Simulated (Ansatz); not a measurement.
`[Cl][GaH]` radical, 3 atoms. Total charge 0; spin multiplicity 2. Correlated methods include outer-core shells of Ga, which these sets cover unevenly. Scalar relativity is left out up to krypton. All runs use 2 threads of a server CPU on a shared host. Correlated methods freeze the cores. Open-shell runs search over several starts.

**Question.** How many basis functions does each run have, and how long does it take in Ansatz? UHF-CCSD(T)/def2-SVP energy; UKS r2SCAN-D4/def2-TZVPP energy and forces; UKS PBE0-D4/def2-SVP energy; UKS B3LYP-D4/def2-TZVPP energy and forces; UKS PBE0-D4/def2-TZVP frequencies; UHF-CCSD(T)/def2-TZVPP energy; UKS PBE0-D4/def2-QZVPP energy; UKS ωB97M-V/def2-QZVPP energy; UKS ωB97M-V/def2-SVP energy; UKS PBE0-D4/def2-TZVP relaxation (3 steps); UKS BLYP-D4/def2-TZVPP energy; UHF-MP2/def2-QZVPP energy. (Estimate.)

**Answer.** Ansatz gave: Other jobs shared the machine, so times are rough.

```
                   level                   job  functions  wall time  peak host memory (GiB)
    UKS PBE0-D4/def2-SVP                energy         55      1.6 s                    0.15
  UKS BLYP-D4/def2-TZVPP                energy        104      2.2 s                    0.15
    UHF-CCSD(T)/def2-SVP                energy         55      2.3 s                    0.17
 UKS B3LYP-D4/def2-TZVPP     energy and forces        104      3.2 s                    0.24
UKS r2SCAN-D4/def2-TZVPP     energy and forces        104      4.1 s                    0.17
    UKS ωB97M-V/def2-SVP                energy         55      6.5 s                    0.24
  UKS PBE0-D4/def2-QZVPP                energy        189        7 s                     0.5
      UHF-MP2/def2-QZVPP                energy        189       10 s                    0.49
   UKS PBE0-D4/def2-TZVP  relaxation (3 steps)         91       12 s                    0.21
  UHF-CCSD(T)/def2-TZVPP                energy        104       12 s                    0.53
  UKS ωB97M-V/def2-QZVPP                energy        189       18 s                    0.65
   UKS PBE0-D4/def2-TZVP           frequencies         91       29 s                    0.21
```

B3LYP here is the variant with VWN-RPA as its local correlation; programs differ in this.
